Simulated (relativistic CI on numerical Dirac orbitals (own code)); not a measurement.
**Zr XXXI: sensitivity of the levels to the model**

Base calculation: Dirac-Coulomb-Breit CI, KLI orbitals optimised for each configuration, QED by a radiative potential, unscaled Slater integrals.

Configuration list (outside the closed core 1s2): 2s²2p⁶, 2s²2p⁵3s, 2s²2p⁵3p, 2s²2p⁵3d, 2s2p⁶3s, 2s2p⁶3p, 2s2p⁶3d, 2s²2p⁵4s, 2s²2p⁵4p, 2s²2p⁵4d, 2s²2p⁵4f, 2s2p⁶4s, 2s2p⁶4p, 2s²2p⁴3s², 2s2p⁶4d, 2s2p⁶4f. Levels of other configurations are missing.

Variants: (1) P86 correlation estimate; (2) QED terms removed. Shifts of the energy above 2s²2p⁶ ¹S0, in eV, for the lowest level and the first level of each name with at least 55 % of one term (blank where a level changes its place among those of its configuration and J or its character, or is not in the variant):

```csv
Level,Base,Δ(1),Δ(2)
2s²2p⁶ ¹S0,0.00,0.00,0.00
2s²2p⁵3s ³P°2,2119.08,+1.60,-0.43
2s²2p⁵3s ¹P°1,2122.85,+1.60,-0.43
2s²2p⁵3p ³D3,2201.96,+1.75,+0.05
2s²2p⁵3p ¹P1,2202.25,+1.75,+0.05
2s²2p⁵3s ³P°0,2207.16,+1.60,-0.61
2s²2p⁵3p ³P2,2207.52,+1.75,+0.05
2s²2p⁵3s ³P°1,2208.99,+1.60,-0.61
2s²2p⁵3p ³P0,2228.03,+1.75,+0.03
2s²2p⁵3p ³D1,2268.57,+1.75,-0.09
2s²2p⁵3d ³P°0,2275.10,+1.41,+0.10
2s²2p⁵3d ³P°1,2278.14,+1.41,+0.09
2s²2p⁵3d ³F°3,2282.15,+1.40,+0.09
2s²2p⁵3d ³F°4,2284.11,+1.40,+0.08
```

At this charge energies of transitions that change n are usually good to better than 1 %, and those within a shell (Δn = 0) to a few per cent.

Ionisation energy from the two ground configurations alone: base 3782.81 eV; P86 correlation estimate 3784.71 eV. The NIST ASD value (semi-empirical) is 3788 eV.

LS names give the leading component of a level, which can be under half, so a name can repeat, a term be missing and a line seem to break the LS rules.
